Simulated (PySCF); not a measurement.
**Ni⁺: excitation energy**

Ni⁺ [Ar] 3d9 (2D) → Ni⁺ [Ar] 3d8 4s1 (4F), as a difference of total energies. All numbers are calculated (PySCF 2.14, the spin-free X2C one-electron Hamiltonian (Gaussian nucleus), in aug-cc-pVDZ-DK (7s6p4d2f, 59 functions)). Correlated levels: valence: [Ar] frozen. The calculations carry no spin-orbit coupling.

| method | excitation energy (cm⁻¹) |
| --- | --- |
| UHF | -8367.2 |
| MP2 (valence) | 10436 |
| SCS-MP2 (valence) | 9394.9 |
| CCSD (valence) | 4800.2 |
| CCSD(T) (valence) | 5494.8 |

Q: How much does correlation contribute at CCSD(T) (valence)?

A: 5494.8 − (-8367.2) = 13862.0 cm⁻¹, measured against UHF.

Errors of the correlated levels include the incompleteness of this basis and the frozen core.

For comparison: 8751.8 cm⁻¹ (measured; NIST levels, between the centres of gravity of the two terms).
